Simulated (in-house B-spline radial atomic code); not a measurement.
Sr. Computed with a B-spline radial atomic code. Model: non-relativistic spherical atom: semilocal Troullier-Martins pseudo-atom, one channel per l, against all electrons, high spin, G0W0 and RPA with empty states to l = 8, local potential for every l without a channel, a model core (radius 0 = none) keeps its share of the functional.

Without relativity these are model numbers for so heavy an element.

What the tables leave out is listed at the end.

The pseudopotential gives back the lowest level of each angular momentum of its own functional in the configuration it was made in; a second state of the same l is only approximately right. Exact exchange, RPA and GW see the smooth pseudo-orbitals and miss the exchange with the core, for which the functional's share stands in. The column with an uncorrelated core keeps all orbitals and exact exchange, and so separates missing core correlation from pseudisation. Only the three outermost levels and the lowest empty one were computed. RPA here is direct RPA, with no exchange kernel, and its energies carry an (l + 1/2)⁻⁴ tail. A hybrid on a potential with a model core restores only its own semilocal share of the core's exchange.

Command:
```bash
python run_psgw.py task.json out
```
Settings (lengths in bohr, energies in hartree):
```
Z                      38
electrons              38
configuration          [Kr] 5s2
generated_in           [Kr] 5s2
functional             pbe,pbe
core_shells            5
radius_factor          1.15
core_correction        False
ion_configuration      [Kr] 5s1
```

Cost of the run: 87 s on 1 thread of Arm Neoverse N1 (shared host).

Given: made with PBE; model core radius 0 bohr; local radius 1.332 bohr; mean-field start PBE.

Valence shells of the generating configuration: 3d, 4s, 4p, 5s.

Channel: s 1.412, p 1.53, d 1.297 (radii in bohr).

Computed: largest level miss in the spin-unpolarised generating configuration 0.031 eV; valence RPA correlation energy all-electron orbitals -1.2378 hartree; valence RPA correlation energy pseudo -1.3275 hartree; pseudo-atom RPA polarisability 138.54 bohr³; ionisation by mean-field pseudo minus all 0.044 eV; ionisation by RPA all-electron 6.0537 eV; ionisation by RPA pseudo minus all 0.042 eV.

| level | occupied | mean-field all-electron (eV) | mean-field pseudo minus all (eV) | G0W0 all-electron (eV) | G0W0 uncorrelated core minus all (eV) | G0W0 pseudo minus all (eV) | exchange self-energy all-electron (eV) | exchange self-energy pseudo (eV) |
| --- | --- | --- | --- | --- | --- | --- | --- | --- |
| 5s | 1 | -3.4788 | -0.031 | -5.6626 | -0.002 | -0.07 | -6.7766 | -6.65 |

Q: What is the all-electron RPA polarisability, core included?

A: 140.82 bohr³.

Q: What is the ionisation by mean-field all-electron?

A: 5.6181 eV.

Given: mean-field start PBE0.

Computed: valence RPA correlation energy all-electron orbitals -1.1788 hartree; pseudo-atom RPA polarisability 119.99 bohr³; ionisation by mean-field all-electron 5.5366 eV; ionisation by mean-field pseudo minus all 0.042 eV; ionisation by RPA all-electron 5.8598 eV; ionisation by RPA pseudo minus all 0.042 eV.

```tsv
level	occupied	mean-field all-electron (eV)	mean-field pseudo minus all (eV)	G0W0 all-electron (eV)	G0W0 uncorrelated core minus all (eV)	G0W0 pseudo minus all (eV)	exchange self-energy all-electron (eV)	exchange self-energy pseudo (eV)
5s	1	-3.9936	-0.033	-5.7599	-0.002	-0.064	-6.6724	-6.5577
5p (empty)	0	-0.9469	-0.013	-0.20841	-0.001	0	-1.3862	-1.3356
```

Q: What is the valence RPA correlation energy pseudo?

A: -1.2807 hartree.

Q: What is the all-electron RPA polarisability, core included?

A: 121.82 bohr³.

Given: mean-field start Hartree-Fock.

Computed: valence RPA correlation energy all-electron orbitals -1.0442 hartree; valence RPA correlation energy pseudo -1.1703 hartree; pseudo-atom RPA polarisability 99.702 bohr³; ionisation by mean-field all-electron 4.6728 eV; ionisation by mean-field pseudo minus all 0.039 eV; ionisation by RPA all-electron 5.5096 eV.

| level | occupied | mean-field all-electron (eV) | mean-field pseudo minus all (eV) | G0W0 all-electron (eV) | G0W0 uncorrelated core minus all (eV) | G0W0 pseudo minus all (eV) | exchange self-energy all-electron (eV) | exchange self-energy pseudo (eV) |
| --- | --- | --- | --- | --- | --- | --- | --- | --- |
| 5s | 1 | -4.8561 | -0.04 | -5.7206 | -0.001 | -0.026 | -6.2552 | -6.167 |
| 4p | 1 | -29.883 | -0.764 | -29.714 | -0.033 | -0.274 | -27.001 | -26.33 |

Q: What is the all-electron RPA polarisability, core included?

A: 101.19 bohr³.

Q: What is the ionisation by RPA pseudo minus all?

A: 0.043 eV.

Among the listed levels the largest G0W0 shift of the pseudo-atom is -0.27 eV, for 4p on the Hartree-Fock start, while leaving the core uncorrelated moves that level by -0.03 eV. So pseudisation and the lost core exchange, not the missing core correlation, make the error. Not in the tables (levels of low weight, unsolved or above zero; the highest and the empty levels are kept at any weight): on PBE the G0W0 levels 4p (pseudo minus all -0.71 eV, weights 0.08 and 0.08), 4s (pseudo minus all -1.61 eV, weights 0.01 and 0.04); on PBE0 the G0W0 levels 4p (pseudo minus all -0.41 eV, weights 0.50 and 0.56), 4s (pseudo minus all -0.96 eV, weights 0.45 and 0.51); on Hartree-Fock the G0W0 levels 4s (pseudo minus all -0.81 eV, weights 0.38 and 0.42).
